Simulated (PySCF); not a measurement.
Simulated outer-valence photoelectron spectrum of `[GeH2]([CH2]F)[F]`. The calculation used EOM-IP-CCSD/aug-cc-pVDZ in PySCF, restricted Hartree–Fock reference, frozen core, non-relativistic, gas phase, PBE0-D3(BJ)/def2-SVP geometry.

Each root has a Gaussian of 0.8 eV full width with its one-hole share as area; cross sections and vibrations are left out, and the highest printed point is 100.

(ionisation energy (eV), intensity): (10.2, 0), (10.4, 1), (10.6, 6), (10.8, 16), (11.0, 32), (11.2, 44), (11.4, 44), (11.6, 33), (11.8, 23), (12.0, 26), (12.2, 38), (12.4, 47), (12.6, 44), (12.8, 38), (13.0, 38), (13.2, 45), (13.4, 47), (13.6, 38), (13.8, 30), (14.0, 34), (14.2, 49), (14.4, 68), (14.6, 86), (14.8, 100), (15.0, 98), (15.2, 74), (15.4, 43), (15.6, 25), (15.8, 26), (16.0, 38), (16.2, 45), (16.4, 39), (16.6, 26), (16.8, 18), (17.0, 24), (17.2, 37), (17.4, 45), (17.6, 40), (17.8, 25), (18.0, 11), (18.2, 3), (18.4, 1), (18.6, 0)

Question: Where are the maxima, and how many lines lie under the curve?

Answer: 6 maxima, at 11.3, 12.5, 13.3, 14.9, 16.2 and 17.4 eV, from 8 lines. At this width some lines have no maximum of their own.

Question: List the lines with their holes.

Answer: 
```json
{"E (eV)": "11.29", "leading hole (HF orbital)": "HOMO", "area": "0.96", "Koopmans (eV)": "12.30"}
{"E (eV)": "12.42", "leading hole (HF orbital)": "HOMO-1", "area": "0.95", "Koopmans (eV)": "13.16"}
{"E (eV)": "13.34", "leading hole (HF orbital)": "HOMO-2", "area": "0.95", "Koopmans (eV)": "14.93"}
{"E (eV)": "14.37", "leading hole (HF orbital)": "HOMO-3", "area": "0.94", "Koopmans (eV)": "16.20"}
{"E (eV)": "14.96", "leading hole (HF orbital)": "HOMO-4", "area": "0.94", "Koopmans (eV)": "17.11"}
{"E (eV)": "14.97", "leading hole (HF orbital)": "HOMO-5", "area": "0.94", "Koopmans (eV)": "17.24"}
{"E (eV)": "16.21", "leading hole (HF orbital)": "HOMO-6", "area": "0.94", "Koopmans (eV)": "18.39"}
{"E (eV)": "17.43", "leading hole (HF orbital)": "HOMO-7", "area": "0.94", "Koopmans (eV)": "19.30"}
```

The widest gap, 1.24 eV, lies between 14.97 and 16.21 eV. Only orbitals with −ε under 21 eV, eight at most, were ionised, so the high end of the curve may lack lines.

The values belong to the conformer `[F:1][CH2:2][GeH2:3][F:4]`: F1–C2–Ge3–F4 180°.
